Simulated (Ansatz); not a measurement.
C3H8O2Si, SMILES C=C[Si@@H](O)OC.

Geometry optimised at PBE0-D3(BJ)/def2-SVP. The structure was generated by enumeration; whether it is a known compound was not checked. Other conformers were not sampled.

Two levels are set side by side: PBE/def2-SVPD (Ansatz, a quantum-chemistry and plane-wave program) and PBE0/def2-SVPD (Ansatz). Energy differences of separate SCF runs at the same geometry; the states with an electron removed or added have multiplicity 2 and 2. Differences are taken from unrounded values.

| quantity | PBE0 |
|---|---|
| vertical ionisation energy (eV) | 9.93 |
| vertical singlet–triplet gap (eV) | 4.09 |

Problem. What does PBE give, and how far is it from PBE0? (An estimate is asked for; the answer gives what the named calculation found.)

Solution. 
| quantity | PBE | PBE minus PBE0 |
|---|---|---|
| vertical ionisation energy (eV) | 9.49 | -0.45 |
| vertical singlet–triplet gap (eV) | 4.24 | 0.16 |
